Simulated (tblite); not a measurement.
Species: C3H11NSSi2.
Atom-mapped SMILES: `[CH2:1]=[CH:2][CH2:3][Si@H:4]([SH:5])[NH:6][SiH3:7]` (hydrogens: H8, H9 on C1; H10 on C2; H11, H12 on C3; H13 on Si4; H14 on S5; H15 on N6; H16, H17, H18 on Si7)

Computed with GFN2-xTB (tblite), gas phase: L-BFGS steps from a force-field or distance-geometry start until the largest atomic force falls under 0.01 eV/Å.

Step 45: E = -590.3711 eV
```
atom  x, y, z in Å  |  force x, y, z in eV/Å
C1      2.9411   -0.2314   -0.0511   -0.049  -0.020   0.018
C2      1.6711   -0.5312    0.1605   -0.031  -0.018  -0.029
C3      0.6435   -0.6847   -0.9063   -0.047   0.019   0.009
Si4    -0.6628    0.7063   -0.8115    0.017  -0.060   0.042
S5      0.2752    2.6445   -0.7732    0.013   0.048  -0.041
N6     -1.5254    0.5805    0.6805   -0.007  -0.031  -0.037
Si7    -2.5646   -0.6934    1.2568    0.016   0.020  -0.035
H8      3.6328   -0.1085    0.7650    0.040   0.008  -0.039
H9      3.3388   -0.1153   -1.0474   -0.009   0.027   0.045
H10     1.3000   -0.6476    1.1725    0.015  -0.010  -0.040
H11     0.1193   -1.6322   -0.7763    0.016   0.019  -0.003
H12     1.1074   -0.6933   -1.8941    0.027   0.004   0.076
H13    -1.4860    0.7242   -2.0174   -0.031   0.007   0.025
H14     1.3309    2.2791   -0.0649    0.042  -0.030   0.001
H15    -1.6580    1.4648    1.1468   -0.021   0.010   0.022
H16    -2.8649   -0.3568    2.6470    0.015   0.010  -0.012
H17    -1.8288   -1.9526    1.1437    0.012   0.030  -0.015
H18    -3.7784   -0.7459    0.4380   -0.017  -0.033   0.011
```

Step 46: E = -590.3722 eV
```
atom  x, y, z in Å  |  force x, y, z in eV/Å
C1      2.9363   -0.2271   -0.0501   -0.031  -0.021   0.019
C2      1.6677   -0.5325    0.1605   -0.038   0.005  -0.026
C3      0.6414   -0.6847   -0.9069   -0.049   0.008  -0.004
Si4    -0.6657    0.7062   -0.8114    0.037  -0.035   0.020
S5      0.2872    2.6400   -0.7707   -0.008   0.019  -0.038
N6     -1.5302    0.5829    0.6796    0.008  -0.034  -0.046
Si7    -2.5628   -0.6949    1.2590    0.015   0.019  -0.026
H8      3.6279   -0.1000    0.7650    0.042   0.002  -0.013
H9      3.3375   -0.1104   -1.0447   -0.025   0.027   0.029
H10     1.2937   -0.6484    1.1711    0.026  -0.014  -0.025
H11     0.1198   -1.6336   -0.7813   -0.004   0.005   0.010
H12     1.1077   -0.6927   -1.8931    0.028   0.019   0.054
H13    -1.4873    0.7254   -2.0203   -0.014   0.011   0.052
H14     1.3431    2.2643   -0.0673    0.035  -0.030  -0.004
H15    -1.6627    1.4673    1.1452   -0.024   0.015   0.025
H16    -2.8649   -0.3585    2.6499    0.025   0.001  -0.030
H17    -1.8188   -1.9503    1.1417   -0.008   0.047  -0.009
H18    -3.7783   -0.7466    0.4420   -0.013  -0.044   0.013
```

Question: Estimate the geometry and energy of step 47. (The exact step hangs on the optimiser's Hessian estimate; all steps are aligned on step 46, rigid shifts and turns removed.)

Answer: E = -590.3731 eV, largest force 0.066 eV/Å
```
atom  x, y, z in Å  |  force x, y, z in eV/Å
C1      2.9332   -0.2254   -0.0493   -0.004  -0.015   0.014
C2      1.6654   -0.5339    0.1605   -0.030   0.024  -0.008
C3      0.6393   -0.6843   -0.9064   -0.029  -0.007  -0.010
Si4    -0.6674    0.7057   -0.8102    0.041   0.006  -0.007
S5      0.2949    2.6374   -0.7720   -0.014  -0.015  -0.026
N6     -1.5340    0.5848    0.6790    0.018  -0.015  -0.034
Si7    -2.5618   -0.6956    1.2595    0.003   0.015  -0.016
H8      3.6268   -0.0960    0.7636    0.030  -0.007   0.006
H9      3.3360   -0.1073   -1.0426   -0.033   0.027   0.006
H10     1.2915   -0.6502    1.1703    0.021  -0.019   0.001
H11     0.1208   -1.6345   -0.7842   -0.023  -0.010   0.016
H12     1.1086   -0.6906   -1.8903    0.026   0.025   0.021
H13    -1.4899    0.7246   -2.0196   -0.003   0.013   0.065
H14     1.3502    2.2564   -0.0688    0.019  -0.025  -0.015
H15    -1.6664    1.4691    1.1452   -0.023   0.008   0.018
H16    -2.8662   -0.3598    2.6507    0.032  -0.004  -0.038
H17    -1.8112   -1.9471    1.1385   -0.020   0.050  -0.005
H18    -3.7786   -0.7471    0.4444   -0.011  -0.051   0.012
```

The energy changes by -0.0009 eV. The first-order estimate −F·Δx gives -0.0012 eV and the mean of the old and new forces, exact on a quadratic surface, -0.0009 eV. The step makes an angle of 72° with the force vector and moves no atom by more than 0.011 Å.

The cost below is that of the whole relaxation. On one thread of an AMD EPYC 7R43, no GPU (shared host), this took 1.8 s of wall time.
